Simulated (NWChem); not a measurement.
# InNH4; SMILES [NH2][InH2]

All runs: NWChem. All runs use the structure optimised with PBE0/def2-SVP. def2 effective core potentials on In; no spin-orbit coupling. Ions are spin-unrestricted doublets at the neutral geometry; other ion states weren't tried.

### Question
Order these by “−ε(HOMO) (eV)”, lowest first: B3LYP/def2-SVPD; PBE/def2-SVPD; PBE0/def2-SVPD; r2SCAN/def2-SVPD.

### Answer
PBE/def2-SVPD (5.73), r2SCAN/def2-SVPD (5.93), B3LYP/def2-SVPD (6.78), PBE0/def2-SVPD (6.98)
